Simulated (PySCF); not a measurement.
Isomers of [C6H9N2]+ (charge +1), one GFN2-xTB conformer each. Single-point energies are computed at PBE0/pcSseg-1 (PySCF, gas phase, no added dispersion term), electronic only.

```tsv
SMILES	GFN2-xTB relative energy (kJ/mol)
C=C(C#N)C=[N+](C)C	112.1
[NH3+]Cc1ccncc1	0.0
```

Conformers: `[CH2:1]=[C:2]([C:3]#[N:4])[CH:5]=[N+:6]([CH3:7])[CH3:8]` (charge +1) with C1–C2–C5–N6 180°; `[NH3+:1][CH2:2][c:3]1[cH:4][cH:5][n:6][cH:7][cH:8]1` (charge +1) with N1–C2–C3–C4 85°.

**Question.** What does PBE0/pcSseg-1 give for the same structures?

**Answer.** 
| SMILES | PBE0/pcSseg-1 E (Eh) | PBE0/pcSseg-1 (kJ/mol) | GFN2-xTB (kJ/mol) | point group |
| --- | --- | --- | --- | --- |
| [NH3+]Cc1ccncc1 | -342.85275 | 0.0 | 0.0 | near Cs |
| C=C(C#N)C=[N+](C)C | -342.79553 | 150.2 | 112.1 | Cs |

Both levels put the same isomer lowest. As drawn, the lower has an N–H bond, which the higher lacks.

**Question.** Which frontier levels and rotational constants go with these structures?

**Answer.** 
```json
{"SMILES": "[NH3+]Cc1ccncc1", "HOMO (eV, PBE0/pcSseg-1)": "-10.97", "LUMO (eV)": "-5.31", "A, B, C (MHz)": "4744, 1448, 1219"}
{"SMILES": "C=C(C#N)C=[N+](C)C", "HOMO (eV, PBE0/pcSseg-1)": "-12.91", "LUMO (eV)": "-7.77", "A, B, C (MHz)": "3394, 1535, 1071"}
```
